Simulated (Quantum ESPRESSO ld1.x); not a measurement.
The lead ion Pb+, 81 electrons, occupied as [Hg] 6p1. Calculated with ld1.x of Quantum ESPRESSO 7.5: non-relativistic Kohn-Sham, revPBE, spin-unpolarised, spherical densities, point nucleus; relativity is left out, which matters for an element this heavy.

Radial electron density D(r) = 4 pi r^2 rho(r):

| r (bohr) | D(r) (e/bohr) |
|---|---|
| 0.001133 | 5.310 |
| 0.001319 | 6.981 |
| 0.001548 | 9.259 |
| 0.001802 | 12.04 |
| 0.002098 | 15.54 |
| 0.002443 | 19.91 |
| 0.002866 | 25.58 |
| 0.003337 | 32.10 |
| 0.003885 | 39.78 |
| 0.004559 | 49.08 |
| 0.005307 | 58.89 |
| 0.006178 | 69.30 |
| 0.007192 | 79.75 |
| 0.00844 | 89.96 |
| 0.009826 | 97.97 |
| 0.01144 | 103.4 |
| 0.01332 | 105.8 |
| 0.01563 | 104.8 |
| 0.01819 | 101.7 |
| 0.02118 | 98.32 |
| 0.02466 | 97.26 |
| 0.02893 | 101.3 |
| 0.03368 | 111.1 |
| 0.03921 | 125.2 |
| 0.04602 | 140.0 |
| 0.05357 | 148.2 |
| 0.06237 | 147.2 |
| 0.07261 | 138.0 |
| 0.0852 | 127.0 |
| 0.09919 | 123.6 |
| 0.1155 | 129.9 |
| 0.1344 | 138.9 |
| 0.1578 | 138.1 |
| 0.1837 | 121.6 |
| 0.2138 | 98.35 |
| 0.2509 | 83.89 |
| 0.2921 | 86.74 |
| 0.34 | 95.58 |
| 0.3959 | 94.27 |
| 0.4645 | 76.11 |
| 0.5408 | 52.31 |
| 0.6296 | 34.50 |
| 0.7329 | 26.75 |
| 0.8601 | 24.68 |
| 1.001 | 22.44 |
| 1.166 | 17.91 |
| 1.357 | 12.43 |
| 1.592 | 7.623 |
| 1.854 | 4.680 |
| 2.158 | 2.995 |
| 2.533 | 1.960 |
| 2.948 | 1.281 |
| 3.432 | 0.7633 |
| 3.996 | 0.3962 |
| 4.689 | 0.1680 |
| 5.459 | 0.06243 |
| 6.355 | 0.01892 |
| 7.399 | 0.004466 |
| 8.682 | 0.0007097 |

D(r) has 4 maxima, at r = 0.0137, 0.0567, 0.144, 0.363 bohr, and minima at 0.0239, 0.0968, 0.261 bohr, inside which lie 1.93, 11.47, 30.49 electrons.
